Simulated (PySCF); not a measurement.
BClBr2, SMILES BrB(Cl)Br. Atoms are numbered in the order given.

```xyz
4

B      0.0000     0.0000    -0.4048
Cl     0.0000     0.0000    -2.1556
Br     0.0000     1.6561     0.5524
Br     0.0000    -1.6561     0.5524
```
Charge 0, spin multiplicity 1.

Geometry optimised at PBE-D3(BJ)/def2-SVP.

All values below come from PBE-D3(BJ)/def2-SVP run with PySCF.

Frequencies are harmonic and unscaled.

| mode | ν (cm⁻¹) | IR (km/mol) | moving atoms (share of kinetic energy) |
|---|---|---|---|
| 1 | 163 | 0.0 | Br 77 %, Cl 18 % |
| 2 | 193 | 0.2 | Cl 57 %, Br 42 % |
| 3 | 341 | 0.3 | Cl 52 %, Br 44 % |
| 4 | 395 | 0.7 | B 94 % |
| 5 | 827 | 306.5 | B 93 % |
| 6 | 919 | 285.6 | B 86 %, Cl 13 % |
